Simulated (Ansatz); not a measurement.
Reaction (cleavage of the Si–Si bond): `BN(C)[SiH2][SiH3]` + H–F → `BN(C)[SiH2]F` + SiH₄

Calculated with Ansatz (gas phase, PBE0-D4/def2-TZVP geometries, no zero-point term in ΔE). CCSD(T)/CBS adds triple-zeta CCSD(T) − MP2 to the extrapolated MP2 energy (def2 sets, frozen cores). This one scheme is used for every species. DFT in def2-TZVPP. B3LYP here is the variant with VWN-RPA as its local correlation; programs differ in this. One conformer a species, not always the lowest.

| level | ΔE (kcal/mol) | difference from CCSD(T)/CBS |
| --- | --- | --- |
| PBE-D4 | -29.8 | 5.2 |
| r2SCAN-D4 | -35.2 | -0.2 |
| PBE0-D4 | -31.1 | 3.9 |
| B3LYP-D4 | -35.8 | -0.8 |
| ωB97X-V | -35.9 | -0.9 |
| ωB97M-V | -36.9 | -1.9 |
| B2PLYP | -38.2 | -3.2 |
| PBE | -31.5 | 3.5 |
| r2SCAN | -35.7 | -0.7 |
| PBE0 | -32.7 | 2.3 |
| B3LYP | -38.5 | -3.5 |
| HF/def2-TZVPP | -44.2 | -9.2 |
| MP2/def2-TZVPP | -36.4 | -1.4 |
| SCS-MP2/def2-TZVPP | -38.3 | -3.3 |
| CCSD/def2-TZVPP | -36.5 | -1.5 |
| CCSD(T)/def2-TZVPP | -35.3 | -0.3 |
| HF/def2-QZVPP | -44.8 | -9.8 |
| MP2/def2-QZVPP | -36.4 | -1.4 |
| SCS-MP2/def2-QZVPP | -38.3 | -3.3 |
| HF/CBS(def2) | -44.9 | -9.9 |
| MP2/CBS(def2) | -36.1 | -1.1 |
| CCSD/CBS(def2) | -36.2 | -1.2 |
| CCSD(T)/CBS | -35.0 | 0 |

Largest T1 diagnostic among the species: 0.013.

From PBE to PBE0 (25 % exact exchange), in def2-TZVPP and without D4, ΔE moves by −1.2 kcal/mol. In def2-TZVPP, CCSD(T) changes the Hartree–Fock value by +8.9 kcal/mol (the triples alone add +1.2 kcal/mol) and MP2 by +7.8 kcal/mol.
